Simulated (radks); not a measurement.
The numbers below are computed, except where a source is named.
Species: the caesium ion Cs53+. Configuration: [He].

Code: a radial shooting solver on a logarithmic mesh with Libxc functionals. Model: scalar-relativistic Kohn-Sham, B86b exchange with PBE correlation, spin-polarised, spherical densities, finite nucleus; Fermi nuclear charge, rms radius 4.8041 fm.

Energy parts (eV):
part                      energy
total                  -84922.57
kinetic                 92632.40
electron-nucleus      -178547.96
Hartree                  1979.52
exchange-correlation     -986.52

Orbitals (lengths in bohr, moments of r in powers of bohr; r(90%) holds 90 % of the orbital's charge):
orbital  occ.  eigenvalue (eV)  r(90%)
1s          2        -41604.29  0.0467

The highest occupied level is 1s at -41604 eV. Summed over all electrons, <r^2> = 0.001825 bohr^2, which gives a Langevin (diamagnetic) susceptibility term of -0.00145 x 10^-6 cm^3/mol. The electron density at the nucleus is 2.693e+05 e/bohr^3 (large components only). The density falls to 0.001 e/bohr^3 at r = 0.17 bohr. For comparison, the ionisation energy in NIST's Atomic Spectra Database is 41861.1 eV (theoretical). In exact Kohn-Sham theory the highest level is minus the ionisation energy, but local and semilocal functionals leave it too shallow, through self-interaction and a potential that decays too fast; potentials with the right tail come closer.
